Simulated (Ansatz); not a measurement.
Total energies of `[F][GeH]1[CH2][InH]1`.

```
atom    x (Å)    y (Å)    z (Å)
  F1  -1.5835   0.7797   1.9279
 Ge2  -0.7172  -0.3475   0.9007
  C3  -0.2483   0.3403  -0.8774
 In4   1.6788  -0.2670   0.0636
  H5  -1.5429  -1.6525   0.9163
  H6  -0.1829   1.4353  -0.8767
  H7  -0.7531   0.0013  -1.7809
  H8   3.3491  -0.2896  -0.2735
```

The species carries charge 0 and has multiplicity 1. Correlated methods include outer-core shells of Ge, In, which these sets cover unevenly. Scalar relativity is left out up to krypton. In: def2 effective core potential. Geometry: relaxed with PBE0-D4/def2-TZVP. Basis def2-TZVPP, Ansatz 0.2.0.

RPA on PBE orbitals: Hartree–Fock energy of these orbitals -2404.15733 Eh, correlation -1.46669 Eh (frozen core).

```tsv
functional	energy without D4 (Eh)	D4 term (kJ/mol)
LDA (SPW92)	-2403.03876	–
PBE	-2407.06567	-16.2
revPBE	-2407.37421	-41.3
BLYP	-2407.50967	-34.6
r2SCAN	-2407.52578	-3.6
B97M-V	-2407.10967	–
PBE0	-2407.12065	-13.8
B3LYP	-2407.64350	-26.6
r2SCANh	-2407.49546	-3.9
r2SCAN0	-2407.45195	-4.4
HSE06 (plane-wave form)	-2407.11351	-13.1
BHLYP	-2407.35878	-24.4
CAM-B3LYP	-2407.57569	-14.3
LC-ωPBE	-2407.19823	–
ωB97X-V	-2407.26767	–
ωB97M-V	-2407.30712	–
B2PLYP	-2406.85286	–
PBE-QIDH	-2406.56904	–
```

B3LYP takes the VWN-RPA correlation (the form of Gaussian; ORCA's B3LYP/G). HSE06 is the plane-wave form, built on full-range PBE exchange. The double hybrids freeze the cores in their second-order part.

LC-ωPBE has ω = 0.4 bohr⁻¹.
